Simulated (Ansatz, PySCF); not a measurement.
GaH3 (SMILES [GaH3]) and PH3 (SMILES P) are pulled apart as rigid monomers along the line of their centres of mass, from the B3LYP-D3(BJ)/def2-TZVP minimum. Starting geometry (charge 0, multiplicity 1):
```xyz
8

Ga    -0.46140     0.48940     0.71029
H     -1.53945     1.49702     1.26562
H     -0.95067    -0.79868    -0.05585
H      1.00394     1.01248     0.45528
P      0.03315    -0.67019     2.95052
H      0.98565    -1.70724     2.99417
H      0.52282     0.09611     4.02641
H     -1.00976    -1.32777     3.63205
```

Interaction energies with rigid monomers; basis-set methods are counterpoise corrected unless marked otherwise.

Rows in 6-31G*, STO-3G carry no dispersion term and start afresh at each structure (6-31G* with six Cartesian d functions); the Pople sets are all-electron and without relativity.

Run with Ansatz (Gaussian basis) for Hartree–Fock, density functionals and correlated methods; PySCF for 6-31G* rows, STO-3G rows, the dispersion terms. Each number belongs to the level named beside it.

```json
[
 {"Ga1···P5 (Å)": "2.31", "HF/STO-3G (no counterpoise) (kcal/mol)": "-37.74", "B3LYP/6-31G* (kcal/mol)": "-8.63", "B3LYP-D4/def2-TZVPPD (kcal/mol)": "-12.69", "PBE0-D3(BJ)/def2-TZVPPD (kcal/mol)": "-15.87", "PBE0-D4/def2-TZVPPD (kcal/mol)": "-16.02"},
 {"Ga1···P5 (Å)": "2.57", "HF/STO-3G (no counterpoise) (kcal/mol)": "-34.72", "B3LYP/6-31G* (kcal/mol)": "…", "B3LYP-D4/def2-TZVPPD (kcal/mol)": "-16.44", "PBE0-D3(BJ)/def2-TZVPPD (kcal/mol)": "-18.54", "PBE0-D4/def2-TZVPPD (kcal/mol)": "-18.70"},
 {"Ga1···P5 (Å)": "2.96", "HF/STO-3G (no counterpoise) (kcal/mol)": "-21.76", "B3LYP/6-31G* (kcal/mol)": "-11.63", "B3LYP-D4/def2-TZVPPD (kcal/mol)": "-13.51", "PBE0-D3(BJ)/def2-TZVPPD (kcal/mol)": "-14.41", "PBE0-D4/def2-TZVPPD (kcal/mol)": "-14.56"},
 {"Ga1···P5 (Å)": "3.60", "HF/STO-3G (no counterpoise) (kcal/mol)": "-5.99", "B3LYP/6-31G* (kcal/mol)": "-5.76", "B3LYP-D4/def2-TZVPPD (kcal/mol)": "-6.82", "PBE0-D3(BJ)/def2-TZVPPD (kcal/mol)": "…", "PBE0-D4/def2-TZVPPD (kcal/mol)": "-6.95"},
 {"Ga1···P5 (Å)": "4.63", "HF/STO-3G (no counterpoise) (kcal/mol)": "-0.78", "B3LYP/6-31G* (kcal/mol)": "-1.58", "B3LYP-D4/def2-TZVPPD (kcal/mol)": "-2.03", "PBE0-D3(BJ)/def2-TZVPPD (kcal/mol)": "-2.02", "PBE0-D4/def2-TZVPPD (kcal/mol)": "-2.09"}
]
```

Q: Complete the blanks.

A: 
- 2.57, B3LYP/6-31G* (kcal/mol): -13.47
- 3.60, PBE0-D3(BJ)/def2-TZVPPD (kcal/mol): -6.83

Ansatz is a program for electronic structure.
